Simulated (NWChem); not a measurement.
# CF (+1)

```xyz
2

C      0.0000     0.0000     0.6921
F      0.0000     0.0000    -0.4614
```
Charge +1, spin multiplicity 1.

Everything below was run with NWChem. All single points use one geometry, from PBE0/def2-SVP, a minimum by its harmonic frequencies.

Symmetry labels belong to the abelian group C2v used in the runs, with the axes of the coordinates shown; states degenerate in a higher group split over its labels.

The structure started from a generated list of species.

Question: List the lowest 4 singlet excitations that CIS/aug-cc-pVDZ gives, with oscillator strengths.

Answer: 
| state | symmetry | energy (eV) | wavelength (nm) | f |
|---|---|---|---|---|
| 1 | b2 | 8.45 | 147 | 0.138 |
| 2 | b1 | 8.45 | 147 | 0.138 |
| 3 | a1 | 16.78 | 74 | 0.003 |
| 4 | a1 | 18.23 | 68 | 0.127 |
